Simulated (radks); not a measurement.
The numbers below are computed, except where a source is named.
Problem. The mean radii <r> (bohr) of the occupied orbitals of an atom or ion are listed with their occupations. Level of theory: scalar-relativistic Kohn-Sham, LDA (Slater exchange, Perdew-Wang correlation), spin-unpolarised, spherical densities, point nucleus (a radial shooting solver on a logarithmic mesh with Libxc functionals).

| orbital | occ. | <r> |
|---|---|---|
| 1s | 2 | 0.02509 |
| 2s | 2 | 0.1075 |
| 2p | 6 | 0.09428 |
| 3s | 2 | 0.2856 |
| 3p | 6 | 0.2835 |
| 3d | 10 | 0.2601 |
| 4s | 2 | 0.6546 |
| 4p | 6 | 0.6936 |
| 4d | 10 | 0.7681 |
| 5s | 2 | 1.554 |
| 5p | 6 | 1.804 |
| 6s | 2 | 4.375 |
| 5d | 1 | 2.997 |

Name the element and its charge.

Solution. Z = 57, lanthanum, charge 0: La in [Xe] 5d1 6s2. The 1s radius gives Z: for a bare nucleus <r> = (2 gamma + 1)/(2Z) with gamma = sqrt(1 - (Z/c)^2), 0.02473 bohr for Z = 57, and screening makes it slightly larger (0.02509 here). The occupations add up to 57, and the charge is Z minus that.
